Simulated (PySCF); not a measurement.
C8H7 (charge +1).
SMILES with atom numbers: `[CH:1]#[C:2][C:3]1([c:4]2[cH:5][cH+:6]2)[CH2:7][CH2:8]1` (hydrogens: H9 on C1; H10 on C5; H11 on C6; H12, H13 on C7; H14, H15 on C8)

Computed geometry: GFN2-xTB, gas phase.

(1) List the bond lengths, angles and torsions at this level.

Answers

(1) 
| bond | length (Å) |
| --- | --- |
| C1≡C2 | 1.198 |
| C2–C3 | 1.435 |
| C3–C4 | 1.393 |
| C4–C5 | 1.408 |
| C5–C6 | 1.352 |
| C3–C7, C3–C8 | 1.561 |
| C7–C8 | 1.457 |
| C4–C6 | 1.407 |
| C1–H9 | 1.051 |
| C5–H10 | 1.066 |
| C6–H11 | 1.067 |
| C7–H12, C8–H15 | 1.080 |
| C7–H13, C8–H14 | 1.080 |

Bonds in one row agree within 0.01 Å and their mean is given. A selection of angles:
| angle | degrees |
| --- | --- |
| C2–C1–H9 | 179.7 |
| C1–C2–C3 | 178.1 |
| C2–C3–C4 | 118.0 |
| C2–C3–C7 | 117.7 |
| C4–C3–C7 | 116.6 |
| C4–C3–C8 | 116.4 |
| C7–C3–C8 | 55.6 |
| C3–C4–C5 | 151.1 |
| C3–C4–C6 | 151.5 |
| C5–C4–C6 | 57.4 |
| C4–C5–C6 | 61.3 |
| C4–C5–H10 | 148.7 |
| C6–C5–H10 | 150.0 |
| C5–C6–H11 | 149.4 |
| C4–C6–C5 | 61.3 |
| C4–C6–H11 | 149.3 |
| C3–C7–C8 | 62.2 |
| C3–C7–H12 | 113.3 |
| C3–C7–H13 | 116.5 |
| C8–C7–H12 | 119.4 |
| C8–C7–H13 | 119.9 |
| H12–C7–H13 | 114.7 |
| C3–C8–H14 | 116.4 |

Torsions: C2–C3–C4–C5 -1° (synperiplanar); C2–C3–C7–C8 106° (anticlinal); C2–C3–C8–C7 -106° (anticlinal).

The 3-membered ring C3–C7–C8 has internal angles of 55.6° to 62.2°. C4 (unsaturated ring carbon) has angles 151.5°, 151.1° and 57.4°, sum 360.0°, 0.00 Å off the plane of its three neighbours. The 3-membered ring C4–C5–C6 has internal angles of 57.4° to 61.3°. C5 (unsaturated ring CH carbon) has angles 150.0°, 148.7° and 61.3°, sum 360.0°, 0.00 Å off the plane of its three neighbours. The 9 C–C bonds span 1.198 Å (C1≡C2, drawn triple) to 1.562 Å (C3–C8, drawn single), a spread of 0.364 Å. C6 (unsaturated ring CH carbon) is planar (angles 149.4°, 149.3° and 61.3°, sum 360.0°, 0.00 Å off the plane of its three neighbours).

Point group: Cs (tolerance 0.08 Å). Whether it is a minimum is left open (no frequencies).

One conformer stands for the species.
